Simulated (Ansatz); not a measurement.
`[Cl][In]([Cl])[Cl]` and `ClB(Cl)Cl` differ in one element.

Ansatz, PBE0-D4/def2-TZVP geometries, multiplicity 1. 

Elements past krypton have def2 core potentials.

```
                                      property  `[Cl][In]([Cl])[Cl]`
size of the dipole moment (PBE/def2-TZVPP) / D                  0.00
           LUMO energy (B3LYP/def2-TZVPP) / eV                 -3.20
       HOMO–LUMO gap (ωB97M-V/def2-TZVPP) / eV                 10.83
             LUMO energy (PBE/def2-TZVPP) / eV                 -3.76
         LUMO energy (ωB97M-V/def2-TZVPP) / eV                 -0.91
             HOMO energy (PBE/def2-TZVPP) / eV                 -8.01
```

Problem. Give the same properties after the change, and the shifts. (Estimate.)

Solution. Ansatz gave: 
| property | `ClB(Cl)Cl` | shift |
| --- | --- | --- |
| size of the dipole moment (PBE/def2-TZVPP) / D | 0.00 | 0.00 |
| LUMO energy (B3LYP/def2-TZVPP) / eV | -1.86 | 1.34 |
| HOMO–LUMO gap (ωB97M-V/def2-TZVPP) / eV | 11.80 | 0.97 |
| LUMO energy (PBE/def2-TZVPP) / eV | -2.61 | 1.15 |
| LUMO energy (ωB97M-V/def2-TZVPP) / eV | 0.47 | 1.38 |
| HOMO energy (PBE/def2-TZVPP) / eV | -7.65 | 0.36 |

With PBE0 the HOMO rises by 0.37 eV and the LUMO rises by 1.20 eV, so the gap widens by about 0.83 eV. PBE moves the HOMO by 0.36 eV and ωB97M-V by 0.40 eV.

B3LYP here is the variant with VWN-RPA as its local correlation; programs differ in this.
